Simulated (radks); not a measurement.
Results of a calculation; reference values are marked as such.
Ionisation of As3+, [Ar] 3d10 4s2, to As4+, [Ar] 3d10 4s1, under several functionals. Dirac Kohn-Sham, spin-unpolarised, spherical densities, finite nucleus; a radial shooting solver on a logarithmic mesh with Libxc functionals.

functional	E(As3+) (hartree)	Exc (hartree)	IE (eV)	-e(HOMO) (eV)	<r> HOMO (bohr)	IE error (eV)
exchange-only PBE	-2257.42657	-81.30763	49.845	43.531	1.754	-0.305
PBE	-2258.89975	-82.80755	50.647	44.425	1.743	+0.497
SOGGA	-2257.06577	-80.94297	50.455	44.290	1.741	+0.305
OLYP	-2259.88265	-83.87170	50.113	44.002	1.750	-0.037
HCTH/407	-2260.38884	-84.42878	50.517	44.439	1.743	+0.367
Wu-Cohen GGA	-2258.39504	-82.29498	50.718	44.557	1.737	+0.568
exchange-only LDA	-2252.99787	-76.80580	49.693	43.434	1.747	-0.457

NIST Atomic Spectra Database: 50.2 eV (measured). Closest: OLYP. The Delta-SCF values span 1.03 eV, the total energies 7.39 hartree. The highest occupied level is 4s1/2. Spin polarisation and multiplet splitting are left out, so open shells lie too high by an amount that depends on their filling.

Beside tabulated values, note that spin-unpolarised runs miss the spin-polarisation part of the exchange energy of open shells.
